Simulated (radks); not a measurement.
Problem. The selenium ion Se9+ is in [Ar] 3d7. Calculated with a radial shooting solver on a logarithmic mesh with Libxc functionals: scalar-relativistic Kohn-Sham, r2SCAN, spin-polarised, spherical densities, finite nucleus; meta-GGA in the generalised Kohn-Sham scheme; Fermi nuclear charge, rms radius of each element as measured or else 0.836 A^(1/3) + 0.57 fm. Open shells are filled with parallel spins first. One electron is removed from 3d, 2p, 3s, 3p in turn, with full relaxation. Which removal costs least, and what does each cost?

Solution. 3d 255.80 eV; 3p 359.36 eV; 3s 422.85 eV; 2p 1674.9 eV. The 3d electron leaves first.
